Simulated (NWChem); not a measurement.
System: C₂H₄ClFSi; SMILES C=C(Cl)[SiH2]F

NWChem input:

```
start job
memory heap 200 mb stack 900 mb global 1100 mb
geometry units angstroms noautosym nocenter noautoz
  C     -1.767883     0.386248     0.000000
  C     -0.434417     0.413861     0.000000
  Cl     0.453517     1.917502     0.000000
  Si     0.683968    -1.084264     0.000000
  F     -0.278331    -2.396850     0.000000
  H     -2.279555    -0.580471     0.000000
  H     -2.374343     1.296767     0.000000
  H      1.523775    -1.105541    -1.226504
  H      1.523775    -1.105541     1.226504
end
basis spherical
  * library def2-svp
end
dft
  xc pbe0
  iterations 150
end
cosmo
  do_cosmo_smd true
  solvent toluene
end
task dft energy
```

Output (shortened):

```
             Northwest Computational Chemistry Package (NWChem) 7.3.0
             --------------------------------------------------------

                             Geometry "geometry" -> ""
                             -------------------------

 Output coordinates in angstroms (scale by  1.889725989 to convert to a.u.)

  No.       Tag          Charge          X              Y              Z
 ---- ---------------- ---------- -------------- -------------- --------------
    1 C                    6.0000    -1.76788300     0.38624800     0.00000000
    2 C                    6.0000    -0.43441700     0.41386100     0.00000000
    3 Cl                  17.0000     0.45351700     1.91750200     0.00000000
    4 Si                  14.0000     0.68396800    -1.08426400     0.00000000
    5 F                    9.0000    -0.27833100    -2.39685000     0.00000000
    6 H                    1.0000    -2.27955500    -0.58047100     0.00000000
    7 H                    1.0000    -2.37434300     1.29676700     0.00000000
    8 H                    1.0000     1.52377500    -1.10554100    -1.22650400
    9 H                    1.0000     1.52377500    -1.10554100     1.22650400

 Effective nuclear repulsion energy (a.u.)     270.5453472935

                                 NWChem DFT Module
                                 -----------------

 Summary of "ao basis" -> "ao basis" (spherical)
 ------------------------------------------------------------------------------
       Tag                 Description            Shells   Functions and Types
 ---------------- ------------------------------  ------  ---------------------
 C                          def2-svp                 6       14   3s2p1d
 Cl                         def2-svp                 8       18   4s3p1d
 Si                         def2-svp                 8       18   4s3p1d
 F                          def2-svp                 6       14   3s2p1d
 H                          def2-svp                 3        5   2s1p

 in cosmo_initialize ...
 calling solv_data for solv:toluene

 solvent parameters
 solvname_short: toluene
 solvname_long:  toluene
 dielec:        2.3741
 dielecinf:     2.2383
 nonaqueous SMD model solvent descriptors
 dielec:        2.3741
 sola:          0.0000
 solb:          0.1400
 solc:          0.8570
 solg:         40.2000
 solh:          0.0000
 soln:          1.4961

          ---------------
          -cosmo- solvent
          ---------------
 Cosmo: York-Karplus, doi: 10.1021/jp992097l
 dielectric constant -eps-     =   2.37
 screen = (eps-1)/(eps    )    =   0.57879
 surface charge correction     = lagrangian

   van der Waals surface
 --------------------------

 ---------- ATOMIC COORDINATES (A.U.) ------------ VDWR(ANG.) --
     1   -3.34081445    0.72990288    0.00000000     1.850
     2   -0.82092909    0.78208389    0.00000000     1.850
     3    0.85702286    3.62355336    0.00000000     2.380
     4    1.29251210   -2.04896186    0.00000000     2.470
     5   -0.52596932   -4.52938974    0.00000000     1.730
     6   -4.30773433   -1.09693113    0.00000000     1.200
     7   -4.48685767    2.45053430    0.00000000     1.200
     8    2.87951722   -2.08916956   -2.31775648     1.200
     9    2.87951722   -2.08916956    2.31775648     1.200
 number of segments per atom =        128
 number of   points per atom =        128
 atom (   nspa,  nppa )
 ----------------------
    1 (     58,     0 )       0
    2 (     12,     0 )       0
    3 (     92,     0 )       0
    4 (     76,     0 )       0
    5 (     64,     0 )       0
    6 (     50,     0 )       0
    7 (     52,     0 )       0
    8 (     32,     0 )       0
    9 (     32,     0 )       0
 number of -cosmo- surface points =      468
 molecular surface =    145.921 angstrom**2
 molecular volume  =    133.832 angstrom**3
 -lineq- algorithm             =   0
 -bem- low  level              =   3
 -bem- from -octahedral-
 gaussian surface charge width =   4.50000
 degree of switching           =   1.00000
 switching function tolerance  =   0.00010
 atomic radii =
 --------------
    1  6.000  1.850
    2  6.000  1.850
    3 17.000  2.380
    4 14.000  2.470
    5  9.000  1.730
    6  1.000  1.200
    7  1.000  1.200
    8  1.000  1.200
    9  1.000  1.200
 ...... end of -cosmo- initialization ......

 nat:                     9
 ixmem:                  4523
 calling mnsol_interface()
 G(SMD-CDS) energy (kcal/mol)  =    -0.728
 SMD-CDS SASA (angstrom**2)    =   152.528

            General Information
            -------------------
          SCF calculation type: DFT
          Wavefunction type:  closed shell.
          No. of atoms     :     9
          No. of electrons :    56
           Alpha electrons :    28
            Beta electrons :    28
          Charge           :     0
          Spin multiplicity:     1
          Use of symmetry is: off; symmetry adaption is: off
          Maximum number of iterations: 150
          AO basis - number of functions:    98
                     number of shells:    46
          Convergence on energy requested:  1.00D-06
          Convergence on density requested:  1.00D-05
          Convergence on gradient requested:  5.00D-04

              XC Information
              --------------
                         PBE0 Method XC Functional
                     Hartree-Fock (Exact) Exchange  0.250
          PerdewBurkeErnzerhof Exchange Functional  0.750
            Perdew 1991 LDA Correlation Functional  1.000 local
           PerdewBurkeErnz. Correlation Functional  1.000 non-local

             Grid Information
             ----------------
          Grid used for XC integration:  medium
          Radial quadrature: Mura-Knowles
          Angular quadrature: Lebedev.
          Tag              B.-S. Rad. Rad. Pts. Rad. Cut. Ang. Pts.
          ---              ---------- --------- --------- ---------
          C                   0.70       49          10.0       434
          Cl                  1.00       88          10.0       590
          Si                  1.10       88          11.0       590
          F                   0.50       49          11.0       434
          H                   0.35       45          12.0       434
          Grid pruning is: on
          Number of quadrature shells:   503
          Spatial weights used:  Erf1

      Superposition of Atomic Density Guess
      -------------------------------------

 Sum of atomic energies:        -924.60131199

      Non-variational initial energy
      ------------------------------

 Total energy =    -926.414502
 1-e energy   =   -1816.006596
 2-e energy   =     619.046748
 HOMO         =      -0.299757
 LUMO         =       0.003508

   convergence    iter        energy       DeltaE   RMS-Dens  Diis-err
 ---------------- ----- ----------------- --------- --------- ---------
     COSMO gas phase
 d= 0,ls=0.0,diis     1   -927.2693870672 -1.20D+03  1.35D-02  6.58D-01
 d= 0,ls=0.0,diis     2   -927.2207680621  4.86D-02  7.96D-03  1.26D+00
 d= 0,ls=0.0,diis     3   -927.3442178075 -1.23D-01  1.57D-03  2.93D-02
 d= 0,ls=0.0,diis     4   -927.3467267590 -2.51D-03  6.61D-04  6.84D-03
 d= 0,ls=0.0,diis     5   -927.3475724216 -8.46D-04  1.78D-04  4.59D-04
  Resetting Diis
 d= 0,ls=0.0,diis     6   -927.3476252570 -5.28D-05  4.72D-05  1.16D-05
 d= 0,ls=0.0,diis     7   -927.3476265373 -1.28D-06  3.02D-05  2.04D-06
 d= 0,ls=0.0,diis     8   -927.3476263148  2.23D-07  1.71D-05  3.73D-06
 d= 0,ls=0.0,diis     9   -927.3476268185 -5.04D-07  9.14D-07  5.09D-09

   convergence    iter        energy       DeltaE   RMS-Dens  Diis-err
 ---------------- ----- ----------------- --------- --------- ---------
     COSMO solvation phase
 d= 0,ls=0.0,diis     1   -927.3509436952 -3.32D-03  6.35D-04  3.90D-04
 d= 0,ls=0.0,diis     2   -927.3510436557 -1.00D-04  1.49D-04  2.02D-04
 d= 0,ls=0.0,diis     3   -927.3510609685 -1.73D-05  5.43D-05  5.60D-05
 d= 0,ls=0.0,diis     4   -927.3510666263 -5.66D-06  1.92D-05  4.75D-06
 d= 0,ls=0.0,diis     5   -927.3510671502 -5.24D-07  6.19D-06  6.30D-07

         Total DFT energy =     -927.351067150239
      One electron energy =    -1818.889357699464
           Coulomb energy =      692.486931500439
    Exchange-Corr. energy =      -71.506971942459
 Nuclear repulsion energy =      270.545347293464

             COSMO energy =        0.012983697780

 Numeric. integr. density =       56.000005065308

                                COSMO-SMD solvation results
                                ---------------------------

             internal energy in gas <Psi(g)|H|Psi(g)> =      -927.347626818482
         internal energy in solvent <Psi(s)|H|Psi(s)> =      -927.347493047997
                               delta internal energy  =         0.000133770486 (    0.08 kcal/mol)
   total free energy in solvent <Psi(s)|H+V/2|Psi(s)> =      -927.349907739102
 polarization energy contribution <Psi(s)|V/2|Psi(s)> =        -0.002414691105 (   -1.52 kcal/mol)
    total free energy in solvent including G(SMD-CDS) =      -927.351067150239
                       G(SMD-CDS) energy contribution =        -0.001159411138 (   -0.73 kcal/mol)
     1 M fixed-concentration free energy of solvation =        -0.003440331757 (   -2.16 kcal/mol)

                       DFT Final Molecular Orbital Analysis
                       ------------------------------------

 Vector   26  Occ=2.000000D+00  E=-3.520242D-01
              MO Center=  9.7D-01, -6.6D-01, -8.4D-09, r^2= 3.7D+00
   Bfn.  Coefficient  Atom+Function         Bfn.  Coefficient  Atom+Function
  ----- ------------  ---------------      ----- ------------  ---------------
    89      0.293274  8 H  s                 94     -0.293274  9 H  s
    41      0.271533  3 Cl pz                56     -0.251726  4 Si pz
    70     -0.232213  5 F  pz                38      0.204448  3 Cl pz
    90      0.191582  8 H  s                 95     -0.191582  9 H  s
    73      0.172663  5 F  pz                53      0.134325  4 Si pz

 Vector   27  Occ=2.000000D+00  E=-3.199889D-01
              MO Center=  2.5D-01,  1.2D+00, -2.9D-10, r^2= 2.9D+00
   Bfn.  Coefficient  Atom+Function         Bfn.  Coefficient  Atom+Function
  ----- ------------  ---------------      ----- ------------  ---------------
    39      0.421503  3 Cl px                40     -0.367058  3 Cl py
    36      0.302410  3 Cl px                37     -0.261030  3 Cl py
    19      0.184285  2 C  py                18     -0.182861  2 C  px
    17     -0.177327  2 C  s                 33      0.175156  3 Cl px
    34     -0.150709  3 Cl py                 4      0.138809  1 C  px

 Vector   28  Occ=2.000000D+00  E=-2.834192D-01
              MO Center= -5.8D-01,  8.7D-01, -3.9D-10, r^2= 2.9D+00
   Bfn.  Coefficient  Atom+Function         Bfn.  Coefficient  Atom+Function
  ----- ------------  ---------------      ----- ------------  ---------------
    41      0.437995  3 Cl pz                 6     -0.367280  1 C  pz
    20     -0.309438  2 C  pz                38      0.297863  3 Cl pz
     9     -0.259668  1 C  pz                23     -0.197775  2 C  pz
    35      0.172152  3 Cl pz                90     -0.078660  8 H  s
    95      0.078660  9 H  s                 89     -0.063590  8 H  s

 Vector   29  Occ=0.000000D+00  E=-2.482624D-02
              MO Center= -9.1D-01,  3.0D-01, -1.9D-11, r^2= 2.9D+00
   Bfn.  Coefficient  Atom+Function         Bfn.  Coefficient  Atom+Function
  ----- ------------  ---------------      ----- ------------  ---------------
     9      0.606303  1 C  pz                23     -0.545928  2 C  pz
     6      0.421088  1 C  pz                20     -0.382497  2 C  pz
    90     -0.232696  8 H  s                 95      0.232696  9 H  s
    59     -0.227921  4 Si pz                41      0.217200  3 Cl pz
    38      0.098944  3 Cl pz                89     -0.086428  8 H  s

 Vector   30  Occ=0.000000D+00  E= 1.640001D-02
              MO Center=  4.8D-01, -5.9D-01, -1.1D-09, r^2= 4.1D+00
   Bfn.  Coefficient  Atom+Function         Bfn.  Coefficient  Atom+Function
  ----- ------------  ---------------      ----- ------------  ---------------
    58      0.771197  4 Si py                57      0.469896  4 Si px
    67      0.407222  5 F  s                  3      0.374291  1 C  s
    40      0.372014  3 Cl py                85     -0.284183  7 H  s
    22      0.264561  2 C  py                55      0.207316  4 Si py
    32     -0.199275  3 Cl s                 17     -0.193574  2 C  s

 Vector   31  Occ=0.000000D+00  E= 5.386016D-02
              MO Center=  2.8D-01,  3.6D-01,  3.3D-10, r^2= 4.8D+00
   Bfn.  Coefficient  Atom+Function         Bfn.  Coefficient  Atom+Function
  ----- ------------  ---------------      ----- ------------  ---------------
    17      1.401813  2 C  s                 58     -0.924224  4 Si py
    50     -0.609256  4 Si s                 40      0.590393  3 Cl py
    32     -0.544062  3 Cl s                 21      0.461744  2 C  px
    39      0.408584  3 Cl px                85     -0.406031  7 H  s
    80      0.354135  6 H  s                 16      0.328237  2 C  s

     Multipole analysis of the density
     ---------------------------------

     L   x y z        total         alpha         beta         nuclear
     -   - - -        -----         -----         ----         -------
     0   0 0 0     -0.000000    -28.000000    -28.000000     56.000000

     1   1 0 0     -0.185296     -0.055056     -0.055056     -0.075185
     1   0 1 0      0.107022      0.854702      0.854702     -1.602382
     1   0 0 1      0.000000      0.000000      0.000000      0.000000

     2   2 0 0    -29.080739    -96.863279    -96.863279    164.645819
     2   1 1 0     -1.769618     -1.071300     -1.071300      0.372982
     2   1 0 1     -0.000000     -0.000000     -0.000000      0.000000
     2   0 2 0    -35.288813   -262.359530   -262.359530    489.430246
     2   0 1 1     -0.000000     -0.000000     -0.000000      0.000000
     2   0 0 2    -32.858364    -21.801177    -21.801177     10.743990
```

Level: PBE0/def2-SVP, SMD on the gas-phase geometry. All runs use the structure optimised with PBE0/def2-SVP. Solvent: toluene.
